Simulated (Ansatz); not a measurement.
The cluster ZnBr2. The state is a triplet with charge 0. Geometry PBE-D4/def2-TZVPD, that of the charge -1 doublet; atoms count from 1.

Cartesian coordinates in Å:
```
Zn 0.4298 -0.3008 -0.6316
Br -0.2475 -1.7883 1.2167
Br -0.1823 2.0891 -0.5851
```

At PBE0-D4/def2-TZVPD a singlet of charge 0 lies 2.67 eV below the triplet at the same geometry. The structure comes from a short search, and lower isomers may exist.

(1) Estimate the Mulliken populations from the PBE0/def2-TZVPD orbitals of Ansatz.

(2) Where does the spin sit?

(3) And the Mayer bond orders between bonded heavy atoms (over 0.3)?

## Answers

(1) 
```csv
atom,charge (e),spin (α − β),d electrons
Zn1,0.16,0.83,10.05
Br2,-0.08,0.59,–
Br3,-0.08,0.59,–
```
Mulliken values and Mayer orders depend strongly on the basis. With diffuse functions, as here, like atoms can get unlike values, and bond orders can come out too low or too high.

(2) Summed by element: Zn 0.83, Br 1.17, of 2 unpaired in all. Largest on single atoms: Zn1 0.83, Br3 0.59, Br2 0.59.

(3) Zn1–Br2 0.63 (2.47 Å); Zn1–Br3 0.63 (2.47 Å). Values over 0.3 also appear between atoms too far apart for a bond (Br2–Br3 0.46 at 4.28 Å); they arise where an orbital or an unpaired electron spreads over both atoms.
